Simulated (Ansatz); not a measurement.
BH6NSn (`N[BH][SnH3]`), relaxed with RKS PBE-D4/def2-SVP in the Gaussian-basis code of Ansatz from a rough embedded geometry. The force threshold is 0.03 eV/Å; the program also tests the step.

Total charge 0; spin multiplicity 1. Sn: def2 effective core potential.

Start:

```xyz
9

N     1.568    0.391   -0.631
B     0.111    0.414   -0.656
Sn   -0.996   -0.576    0.972
H     1.900    1.383   -0.704
H     1.927   -0.042   -1.556
H    -0.462    0.968   -1.541
H    -2.769   -0.356    0.675
H    -0.614    0.146    2.468
H    -0.666   -2.328    0.972
```

| step | energy (eV) | largest force (eV/Å) | largest move (Å) |
| --- | --- | --- | --- |
| 1 | -8088.9447 | 1.625 | 0.000 |
| 2 | -8089.1044 | 0.670 | 0.193 |
| 3 | -8089.2635 | 0.845 | 0.194 |
| 4 | -8089.5464 | 1.139 | 0.195 |
| 5 | -8089.8090 | 1.950 | 0.196 |
| 6 | -8090.1866 | 1.444 | 0.200 |
| 7 | -8090.4303 | 1.892 | 0.193 |
| 8 | -8090.5844 | 0.904 | 0.200 |
| 9 | -8090.6083 | 0.515 | 0.120 |
| 10 (rejected) | -8090.5948 | 0.450 | 0.200 |
| 11 | -8090.6280 | 0.078 | 0.100 |
| 12 | -8090.6324 | 0.032 | 0.100 |
| 13 | -8090.6342 | 0.147 | 0.147 |
| 14 | -8090.6361 | 0.206 | 0.017 |
| 15 | -8090.6386 | 0.038 | 0.064 |
| 16 | -8090.6392 | 0.080 | 0.069 |
| 17 (rejected) | -8090.6389 | 0.070 | 0.057 |
| 18 | -8090.6396 | 0.029 | 0.028 |

End:

```xyz
9

N     1.352    0.361   -1.056
B     0.150    0.794   -0.498
Sn   -0.989   -0.557    0.917
H     1.901    0.937   -1.700
H     1.777   -0.550   -0.871
H    -0.258    1.904   -0.789
H    -2.601   -0.906    0.382
H    -1.146    0.108    2.511
H    -0.187   -2.091    1.105
```

Run time 24 s (2 threads of an Arm Neoverse V2 on a shared host); peak host memory 0.12 GiB.
